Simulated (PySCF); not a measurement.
Polarisability and C₆ of Nb (niobium, neutral)

[Kr] 4d4 5s1, high-spin 6D determinant. Computed with PySCF 2.14 in aug-cc-pVDZ-PP with ECP28MDF, with a scalar-relativistic core potential. Coupled (time-dependent) response in atomic units; α is the mean over directions. A double-zeta set is small for polarisabilities.

| method | mean α (bohr³) | α xx, yy, zz | C₆ (like pair) | S(−4) |
| --- | --- | --- | --- | --- |
| UHF | 130.5 | 130.0, 130.0, 131.3 | 1564 | 11390 |
| PBE | 89.95 | 87.65, 87.65, 94.54 | 979.6 | 5251 |
| PBE0 | 95.15 | 93.55, 93.55, 98.36 | 1055 | 5629 |
| MN15 | 99.59 | 98.97, 98.97, 100.8 | 1136 | 6052 |
| BHandHLYP | 100.5 | 99.07, 99.07, 103.5 | 1117 | 6431 |

S(−4) is the Cauchy moment in α(ω) = α(0) + S(−4) ω² + …

Reference α: 98 ± 8 bohr³ (recommended; Schwerdtfeger and Nagle, table of static dipole polarizabilities (2023 update)). Published C₆: 1140 (Gould and Bucko (2016)).

Spin-orbit coupling is absent.

Hartree-Fock lies above the reference because it lacks correlation, which contracts the outer shell.

α(iu) at MN15:

```tsv
u (hartree)	α(iu) (bohr³)
0	99.59
0.0500	86.81
0.100	64.44
0.200	36.00
0.300	23.75
0.500	13.65
0.750	8.445
1.00	5.841
1.50	3.322
2.00	2.144
3.00	1.093
5.00	0.4331
```

A single London oscillator, α(iu) = α/(1 + u²/ω²), gives C₆ = (3/4) ω α². Matching the computed C₆ needs ω = 4 × 1136 / (3 × 99.59²) = 0.153 hartree.

The components differ because the open shell of this determinant is not spherical; for a pure term their mean is the scalar polarisability.

Energies and moments cover only the electrons outside the core potential.
